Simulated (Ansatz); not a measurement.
Basis-set series for `[CH3][Al]([NH2])[SH]`. Total charge 0; spin multiplicity 1. The structure was optimised at the PBE0-D4/def2-TZVP level. It is one conformer, not always the lowest.

```json
{"functional": "PBE0-D4", "basis": "def2-SVP", "functions": "94", "energy (Eh)": "-736.54706", "HOMO (eV)": "-6.95", "LUMO (eV)": "0.40"}
{"functional": "PBE0-D4", "basis": "def2-QZVPP", "functions": "434", "energy (Eh)": "-736.91272", "HOMO (eV)": "-7.22", "LUMO (eV)": "-0.24"}
{"functional": "ωB97M-V", "basis": "def2-SVP", "functions": "94", "energy (Eh)": "-736.81813", "HOMO (eV)": "-9.15", "LUMO (eV)": "1.95"}
{"functional": "ωB97M-V", "basis": "def2-QZVPP", "functions": "434", "energy (Eh)": "-737.18730", "HOMO (eV)": "-9.46", "LUMO (eV)": "0.97"}
```

(1) Give the rows for def2-TZVPP. (An estimate is asked.)

Answers

(1) Computed: 
```csv
functional,basis,functions,energy (Eh),HOMO (eV),LUMO (eV)
PBE0-D4,def2-TZVPP,230,-736.88671,-7.17,0.08
ωB97M-V,def2-TZVPP,230,-737.16231,-9.40,1.50
```

Positive LUMOs are unbound and depend on the basis.
